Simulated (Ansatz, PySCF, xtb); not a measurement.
Noncovalent pair: HCl (SMILES Cl) (first 2 atoms) with H4OSi (SMILES O[SiH3]); geometry from B3LYP-D3(BJ)/def2-TZVP, rigid monomers moved along the line of their centres of mass till H2···H8 is 2.28 Å.
(charge 0, multiplicity 1):
```csv
atom,x (Å),y (Å),z (Å)
Cl,-0.8223,0.4550,-0.4324
H,-0.7256,-0.3857,0.5362
O,0.3923,-0.2942,5.1370
Si,0.1571,0.2245,3.5892
H,1.1294,-0.8802,5.3240
H,1.3747,0.8456,3.0185
H,-0.9551,1.1893,3.6388
H,-0.2213,-0.9106,2.6990
```

Counterpoise-corrected where a basis set is named; no monomer relaxation.

The values were computed with Ansatz (a program for electronic structure); PySCF for the dispersion terms; xtb for the GFN methods. 

### Question
One of these levels gives -3.4 kJ/mol for the interaction energy. Name it.
A) GFN-FF
B) GFN2-xTB
C) PBE0-D4/def2-TZVPPD

### Answer
B, GFN2-xTB. The others give -0.6 (GFN-FF), -5.7 (PBE0-D4/def2-TZVPPD)
